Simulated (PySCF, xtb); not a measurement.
C3H3NO3S, SMILES N#C/C=C/S(=O)(=O)O.

GFN2-xTB (xtb) at its own geometry gives an orbital gap of 3.37 eV and a dipole moment of 2.90 D.

Coordinates come from a PBE0-D3(BJ)/def2-SVP optimisation. The values are those of a single conformer.

Q: What does PySCF with r2SCAN/def2-TZVP give? (The exact figures need the calculation; the answer reports its results.)

A: gap 4.43 eV (levels -8.14 and -3.71 eV), dipole 2.84 D.
